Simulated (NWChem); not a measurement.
System: C3H3N2, doublet; SMILES [nH]1n[c]cc1

```xyz
8

C     -1.2069    -0.0500     0.0000
N     -0.5864     1.0988     0.0000
N      0.7259     0.7555     0.0000
C      0.9144    -0.5987     0.0000
C     -0.3568    -1.1825     0.0000
H      1.4414     1.4842     0.0000
H      1.9174    -1.0431     0.0000
H     -0.6068    -2.2474     0.0000
```
Atoms are numbered in this order, from 1.

Results from NWChem. Spin-unrestricted. In the optimisation the excess spin sits in a' (Cs, its own frame). Coordinates come from a PBE-D3(BJ)/def2-SVP, spin-unrestricted optimisation. No stability test was run on the SCF state. Level: M05-2X/def2-SVP with SMD (1 M gas to 1 M solution), gas-phase geometry. Reactions with the solvent are ignored.

**Question.** Among these, which solvent gives the highest value of “cavity-dispersion-structure term (kcal/mol)”?
A. dimethyl sulfoxide
B. n-hexane
C. water
D. 2-propanol

**Answer.** C, water. Values: n-hexane -0.7; 2-propanol 1.9; dimethyl sulfoxide 2.1; water 3.7
